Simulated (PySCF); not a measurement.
CH6N2Si2.

```xyz
11

N      2.2098     0.4797     0.7445
Si     0.9080    -0.2633    -0.1050
C     -0.5993    -1.1350     0.7515
N     -1.6860    -0.6323     0.2719
Si    -1.1235     0.7575    -0.7486
H      2.0807     1.2010     1.4448
H      3.1539     0.1105     0.7347
H      1.5555    -1.1878    -1.0858
H     -0.6549    -1.9662     1.4846
H     -1.5111     2.0529    -0.1147
H     -1.6771     0.7490    -2.1363
```

The structure is a stationary point at B3LYP-D3(BJ)/def2-SVP. The structure was generated by enumeration; whether it is a known compound was not checked. The values are those of a single conformer.

Calculation: PySCF with PBE/pcSseg-1. Non-relativistic, no solvent.

Computed absolute GIAO shielding of each atom: isotropic value and principal components (ppm):
```tsv
atom	σ(iso)	σ11	σ22	σ33	span
N1	228.5	210.3	219.8	255.4	45.1
Si2	351.7	278.8	344.0	432.4	153.6
C3	-47.7	-149.8	-69.0	75.7	225.5
N4	-263.9	-791.8	-222.1	222.4	1014.2
Si5	326.0	194.6	331.6	451.8	257.2
H6	30.2	23.8	27.6	39.1	15.2
H7	29.7	23.2	25.0	40.9	17.7
H8	25.7	23.7	24.6	28.9	5.2
H9	20.9	16.2	22.1	24.3	8.0
H10	25.6	24.1	24.7	28.1	3.9
H11	25.2	22.5	24.6	28.6	6.1
```
